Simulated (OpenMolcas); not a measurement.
A calculation on neutral phosphorus.

```yaml
Program: OpenMolcas
Method: CASSCF
Basis: ANO-RCC-VQZP [6s5p3d2f1g]
Scalar_Hamiltonian: DKH2, point nucleus
Active_space: 5 electrons in 8 orbitals (3s 3p 4s 4p)
State_averaging: 2S+1 = 4 odd, 1 root; 2S+1 = 2 odd, 8 roots; 2S+1 = 4 even, 3 roots; 2S+1 = 2 even, 9 roots
Spin-orbit_coupling: RASSI with atomic mean-field integrals over the reference wave functions, term energies averaged over their components
```

(1) Which level of the active space comes out lowest?

(2) How high does 3s2 3p3 2D* 3/2 lie?

(3) How high does 3s2 3p3 2P* 3/2 lie?

(4) How high does 3s2 3p3 2P* 1/2 lie?

Measured values: NIST Handbook of Basic Atomic Spectroscopic Data.

Answers

(1) 3s2 3p3 4S* 3/2, with 100 % of that term; it is also the measured ground level.

(2) 14649 cm-1 above the lowest level; measured 11361 cm-1 above the ground level, so the calculation is off by +29 %.

(3) 19560 cm-1 above the lowest level; measured 18748 cm-1 above the ground level, so the calculation is off by +4 %.

(4) 19548 cm-1 above the lowest level; measured 18723 cm-1 above the ground level, so the calculation is off by +4 %.

Without dynamic correlation excited terms often stand tens of per cent too high (terms of higher spin than the ground term too low), and those without a measured partner can miss by more than the paired ones. The run also gave levels led by 3s2 3p2 4s, which use shells meant for correlation; these and all levels above them are left out. No level of 3s 3p4 was computed, though it lies in the active space. Computed and measured levels are paired by configuration, term and J; levels that our copy of the source lacks, or whose pairing is in doubt (as where it misses far off the trend of its configuration), stay unpaired and out of the deviations. Only configurations of the active space appear.

* marks odd parity.
